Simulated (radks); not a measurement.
The numbers below are computed, except where a source is named.
Q: The mean radii <r> (bohr) of the occupied orbitals of an atom or ion are listed with their occupations. Level of theory: scalar-relativistic Kohn-Sham, PBE, spin-polarised, spherical densities, finite nucleus; Fermi nuclear charge, rms radius of each element as measured or else 0.836 A^(1/3) + 0.57 fm (a radial shooting solver on a logarithmic mesh with Libxc functionals).

orbital  occ.     <r>
1s up       1  0.1202
1s down     1  0.1202
2s up       1  0.6260
2s down     1  0.6261
2p up       3  0.6035
2p down     3  0.6035
3s up       1   2.549
3s down     1   2.535
3p up       1   3.402

Name the element and its charge. Open shells, if any, are filled with parallel spins first.

A: Z = 13, aluminium, charge 0: Al in [Ne] 3s2 3p1. The 1s radius gives Z: for a bare nucleus <r> = (2 gamma + 1)/(2Z) with gamma = sqrt(1 - (Z/c)^2), 0.115 bohr for Z = 13, and screening makes it slightly larger (0.1202 here). The occupations add up to 13, and the charge is Z minus that.
